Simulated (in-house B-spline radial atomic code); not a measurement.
Configurations of Te7+, with energies counted from [Kr] (4d3/2)4 (4d5/2)5. Level of theory: Dirac-Hartree-Fock, average of each configuration as written, Fermi nucleus of rms radius 4.7423 fm; calculated with a B-spline radial code for spherical atoms. Energies include first-order Breit, QED and recoil terms.

Occupations are held fixed; configurations that lie above the ionisation limit could autoionise.

```csv
configuration,E - E(ref) (eV),highest orbital,its <r> (bohr)
[Kr] (4d3/2)3 (4d5/2)6,1.502,4d5/2,0.9255
[Ar] 3d10 4s2 (4p1/2)1 (4p3/2)4 (4d3/2)3 (4d5/2)6 (4f5/2)1,166.71,4f5/2,1.344
[Ar] 3d10 4s2 (4p1/2)1 (4p3/2)4 (4d3/2)4 (4d5/2)5 (8f5/2)1,222.09,8f5/2,9.747
[Ar] (3d3/2)3 (3d5/2)6 4s2 4p6 (4d3/2)4 (4d5/2)5 (6g9/2)1,671.85,6g9/2,5.422
[Ar] (3d3/2)3 (3d5/2)6 4s2 4p6 (4d3/2)4 (4d5/2)5 (8g9/2)1,682.51,8g9/2,10.63
```

(1) Order these further configurations by energy, lowest first.
A. [Ar] 3d10 4s2 (4p1/2)2 (4p3/2)3 4d10
B. [Ar] (3d3/2)4 (3d5/2)5 4s2 4p6 (4d3/2)3 (4d5/2)6 (5p1/2)1
C. [Ar] 3d10 4s2 (4p1/2)2 (4p3/2)3 (4d3/2)4 (4d5/2)5 7s1
D. [Kr] (4d3/2)4 (4d5/2)4 (4f5/2)1
E. [Kr] (4d3/2)3 (4d5/2)5 (7g9/2)1

Results:

(1) D (73.996 eV), A (81.418 eV), E (128.84 eV), C (191.4 eV), B (599.98 eV).
